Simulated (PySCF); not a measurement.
C₃H₄BrCl. Atoms are numbered in the order given.

```xyz
9

C     -1.6851    -1.0687     0.0000
C     -0.1978    -1.0713     0.0000
Cl     0.5215    -2.6714     0.0000
C      0.6505    -0.0318     0.0000
Br     0.0857     1.7669     0.0000
H     -2.0667    -1.5999     0.8869
H     -2.0722    -0.0413     0.0000
H     -2.0667    -1.5999    -0.8869
H      1.7345    -0.1557     0.0000
```

The structure is a stationary point at r2SCAN-D4/def2-SVP.

Calculation: PBE/pcSseg-1 in PySCF.

GIAO shieldings, no solvent; atoms alike by connectivity are averaged. δ = σ(ref) − σ: ¹³C against TMS (σ = 182.0 ppm); ³⁵Cl against HCl (σ = 936.5 ppm); ¹H against TMS (σ = 31.49 ppm), references at their B3LYP-D3(BJ)/def2-TZVP geometries, non-relativistic (without spin–orbit terms, shifts of atoms bonded to Cl or Br come out too high).

Computed chemical shifts:
```
nucleus       atoms  count  δ (ppm)
-------  ----------  -----  -------
¹³C              C2      1    150.1
¹³C              C4      1    122.8
¹³C              C1      1     26.1
³⁵Cl            Cl3      1    319.6
¹H               H9      1     6.27
¹H       H6, H7, H8      3     2.53
```
